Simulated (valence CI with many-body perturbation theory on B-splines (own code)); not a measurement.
## Which ion has this spectrum?

A relativistic CI+MBPT calculation for an atom or ion with 82 electrons gives these levels (cm⁻¹):

```tsv
J	Parity	E	g
0	even	0.0	
1	even	13644	1.50
2	even	17268	1.25
2	even	34413	1.25
0	even	44442	
0	odd	69406	
1	odd	69881	1.35
2	odd	75943	1.71
2	odd	79248	0.78
1	odd	80738	0.78
2	odd	82174	1.43
3	odd	82435	1.14
1	even	84287	0.67
0	even	87154
```

The energies are calculated, with errors of about 190 cm⁻¹, more in some levels.

(1) Which is it?
A. Rn4+
B. Bi+
C. Pb
D. At3+

## Answers

(1) B. Bi+, ground level (6s^2 6p1/2^2) J=0.
